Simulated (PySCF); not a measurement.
B(Cl)(GeH3)(OH) (BClGeH₄O), SMILES Cl[B]([GeH3])O. Atoms are numbered in the order given.

```xyz
8

B      0.4612     0.6861     0.0000
Cl    -0.7763     1.9777     0.0000
Ge    -0.1331    -1.3020     0.0000
H     -1.0079    -1.6016    -1.2474
H     -1.0079    -1.6016     1.2474
H      1.0688    -2.2827     0.0000
O      1.7724     1.0144     0.0000
H      1.9161     1.9832     0.0000
```

Geometry: PBE-D3(BJ)/def2-SVP. One conformer was computed; it need not be the lowest.

All values below come from PBE/pcSseg-1 in PySCF.

GIAO shieldings, no solvent; atoms alike by connectivity are averaged. δ = σ(ref) − σ: ¹¹B against BF3 (σ = 83.9 ppm); ³⁵Cl against HCl (σ = 936.5 ppm); ⁷³Ge against GeH4 (σ = 1614.4 ppm); ¹H against TMS (σ = 31.49 ppm); ¹⁷O against H2O (σ = 334.3 ppm), references at their B3LYP-D3(BJ)/def2-TZVP geometries, non-relativistic (without spin–orbit terms, shifts of atoms bonded to Cl or Br come out too high).

Computed chemical shifts:
```
nucleus       atoms  count  δ (ppm)
-------  ----------  -----  -------
¹¹B              B1      1     37.3
³⁵Cl            Cl2      1    281.5
⁷³Ge            Ge3      1     -4.3
¹H               H8      1     6.89
¹H       H4, H5, H6      3     4.09
¹⁷O              O7      1    235.5
```
